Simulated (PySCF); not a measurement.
Compound: C4H8FO2 (doublet state).
Z-matrix (Å and degrees, GFN2-xTB geometry), rows numbered from 1:
```
C 
C   1  1.4764
O   2  1.3854  1  115.83
C   3  1.3686  2  116.29  1  -167.55
F   4  1.3688  3  109.78  2    67.67
O   4  1.3625  3  111.33  2  -174.90
C   6  1.4158  4  113.86  3    69.78
H   1  1.0876  2  109.90  3  -159.14
H   1  1.0877  2  109.76  3   -38.29
H   1  1.0972  2  111.91  3    81.04
H   2  1.0776  1  121.81  3  -152.89
H   4  1.1171  3  111.13  2   -48.68
H   7  1.0958  6  110.66  4    58.07
H   7  1.0929  6  111.02  4   -63.78
H   7  1.0868  6  105.55  4   177.05
```

The hyperfine couplings belong to this conformer and change with its torsions.

As a line formula: `C[CH]O[C@@H](F)OC` [radical].

Level of theory: UKS B3LYP, pcH-1 on C F H O, non-relativistic, mean-field spin-orbit, GIAO in PySCF 2.14.0. The structure is a single GFN2-xTB conformer in the gas phase; no vibrational or solvent corrections. Couplings are sensitive to structure, and on GFN2-xTB geometries they can be far from those on DFT ones. Stability of the SCF solution: not tested.

(1) Predict the first-order ENDOR lines of F5, H8/H9/H10, H11 and H12 under fast tumbling at B = 3337.2 mT (W band).

(2) Which pairs are centred on the nuclear Larmor frequency, and which on half the coupling?

(3) At what field would the lower line of H11 fall to zero frequency?

## Answers

(1) ν± = |νn ± a/2|, one line for each electron-spin manifold; νn = |g_N| × 7.62259 MHz/T × B.

```json
{"nuclei": "F5", "isotope": "19F", "g_N": "5.2577", "νn (MHz)": "133.75", "a_iso (MHz)": "10.26", "lower line (MHz)": "128.62", "upper line (MHz)": "138.87"}
{"nuclei": "H8/H9/H10", "isotope": "1H", "g_N": "5.5857", "νn (MHz)": "142.09", "a_iso (MHz)": "67.62", "lower line (MHz)": "108.28", "upper line (MHz)": "175.90"}
{"nuclei": "H11", "isotope": "1H", "g_N": "5.5857", "νn (MHz)": "142.09", "a_iso (MHz)": "-39.35", "lower line (MHz)": "122.41", "upper line (MHz)": "161.77"}
{"nuclei": "H12", "isotope": "1H", "g_N": "5.5857", "νn (MHz)": "142.09", "a_iso (MHz)": "4.69", "lower line (MHz)": "139.75", "upper line (MHz)": "144.43"}
```

(2) Centred on νn, since |a| < 2νn: F5, H8/H9/H10, H11 and H12. No pair has |a| > 2νn.

(3) Where νn = |a|/2, that is B = 19.68 MHz/(5.5857 × 7.62259 MHz/T) = 462 mT, as far as first order holds there.

Nuclei that the bonding pattern makes equivalent are averaged, as if the motion that swaps them (rotation, inversion, ring flip) were fast. The three 1H nuclei of mean +67.6 MHz run from 28.5 to 140.9 MHz in the frozen geometry.

The Mulliken spin populations are largest on C2 (+0.93), O3 (+0.08), C1 (-0.07) and H10 (+0.07). No atom but C2 exceeds +0.15. The positive populations add up to 1.11 and the negative ones to -0.11, together 2S = 1. The angles at C2 add up to 354.5°, so it is nearly planar; its axial dipolar tensor and the negative coupling of its proton fit spin in a p orbital normal to that plane.
